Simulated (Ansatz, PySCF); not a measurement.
Here is a job for Ansatz (a first-principles code).
Ansatz 0.2 input:
```yaml
crystal:
  periodic: [false, false, false]
  atoms:
    - {symbol: Cl, position_ang: [-1.64291971, -1.65347614, -0.11748101]}
    - {symbol: B, position_ang: [-0.77888530, -0.07509813, -0.06334697]}
    - {symbol: Cl, position_ang: [-1.92412213, 1.30955110, -0.17262753]}
    - {symbol: B, position_ang: [0.77888530, 0.07509813, 0.06334697]}
    - {symbol: Cl, position_ang: [1.92412213, -1.30955110, 0.17262753]}
    - {symbol: Cl, position_ang: [1.64291971, 1.65347614, 0.11748101]}
basis:
  gaussian:
    orbitals: cc-pVDZ
total_charge: -1
magnetization: {spin_polarized: true, initial_magnetization: 1}
correlation: {method: mp2, electrons: outside_noble_gas}
accuracy: high
```

Problem. Write the same job for PySCF.

Solution. One answer among several that fit: 
```python
from pyscf import gto, scf, mp

mol = gto.M(
    atom='''
Cl   -1.642920   -1.653476   -0.117481
B    -0.778885   -0.075098   -0.063347
Cl   -1.924122    1.309551   -0.172628
B     0.778885    0.075098    0.063347
Cl    1.924122   -1.309551    0.172628
Cl    1.642920    1.653476    0.117481
''',
    basis='cc-pvdz',
    charge=-1,
    spin=1,
    verbose=4,
)

mf = scf.UHF(mol)
mf.kernel()

pt = mp.MP2(mf, frozen=22)
pt.kernel()
print('E(MP2) = %.10f' % pt.e_tot)
```

Both were run: Ansatz gave -1888.287975 Eh and PySCF -1888.287974 Eh, 0.000 mEh apart.
